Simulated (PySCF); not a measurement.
A series of related molecules.

All values: CAM-B3LYP/def2-SVPD (PySCF) at GFN2-xTB geometries, gas phase, one conformer each. Core orbitals are frozen in the response; Δα² is half the sum of the squared differences of the principal polarisabilities.

**Question.** Rank by mean static polarisability, lowest first.
A. `C=NC[SiH2]CC(=C)F`
B. `C=C(F)C[SiH2]CC`
C. `[H]/N=C\C[SiH2]CC(=C)F`
D. `C=C(F)C[SiH2]C`

**Answer.** D (11.48 Å³), B (13.16 Å³), C (13.99 Å³), A (14.23 Å³).

All values together:

```json
{"SMILES": "C=C(F)C[SiH2]C", "change": "parent", "formula": "C4H9FSi", "μ (D)": "2.10", "HOMO (eV)": "-8.45", "LUMO (eV)": "1.15", "α (Å³)": "11.48", "Δα (Å³)": "4.53", "electrons": "56", "α per electron (Å³)": "0.205"}
{"SMILES": "C=C(F)C[SiH2]CC", "change": "H on C replaced by CH3", "formula": "C5H11FSi", "μ (D)": "1.09", "HOMO (eV)": "-8.44", "LUMO (eV)": "1.16", "α (Å³)": "13.16", "Δα (Å³)": "3.86", "electrons": "64", "α per electron (Å³)": "0.206"}
{"SMILES": "[H]/N=C\\C[SiH2]CC(=C)F", "change": "H on C replaced by CH=NH", "formula": "C5H10FNSi", "μ (D)": "3.14", "HOMO (eV)": "-8.70", "LUMO (eV)": "0.84", "α (Å³)": "13.99", "Δα (Å³)": "4.32", "electrons": "70", "α per electron (Å³)": "0.200"}
{"SMILES": "C=NC[SiH2]CC(=C)F", "change": "H on C replaced by N=CH2", "formula": "C5H10FNSi", "μ (D)": "2.54", "HOMO (eV)": "-8.39", "LUMO (eV)": "0.57", "α (Å³)": "14.23", "Δα (Å³)": "3.90", "electrons": "70", "α per electron (Å³)": "0.203"}
```

Conformers: `[CH2:1]=[C:2]([F:3])[CH2:4][SiH2:5][CH3:6]` with C1–C2–C4–Si5 -107°, C2–C4–Si5–C6 -179°; `[CH2:1]=[C:2]([F:3])[CH2:4][SiH2:5][CH2:6][CH3:7]` with C1–C2–C4–Si5 98°, C2–C4–Si5–C6 52°, C4–Si5–C6–C7 178°; `[H]/[N:8]=[CH:7]\[CH2:6][SiH2:5][CH2:4][C:2](=[CH2:1])[F:3]` with C1–C2–C4–Si5 -107°, C2–C4–Si5–C6 -67°, C4–Si5–C6–C7 -62°, Si5–C6–C7–N8 96°; `[CH2:1]=[N:2][CH2:3][SiH2:4][CH2:5][C:6](=[CH2:7])[F:8]` with C1–N2–C3–Si4 -112°, N2–C3–Si4–C5 -49°, C3–Si4–C5–C6 -64°, Si4–C5–C6–C7 99°.

**Question.** Give the shifts from the parent, `C=C(F)C[SiH2]C`.

**Answer.** 
| SMILES | change in μ (D) | change in HOMO (eV) | change in LUMO (eV) | change in mean α (Å³) |
| --- | --- | --- | --- | --- |
| C=C(F)C[SiH2]CC | -1.01 | +0.01 | +0.01 | +1.68 |
| [H]/N=C\C[SiH2]CC(=C)F | +1.04 | -0.25 | -0.31 | +2.51 |
| C=NC[SiH2]CC(=C)F | +0.44 | +0.06 | -0.58 | +2.75 |
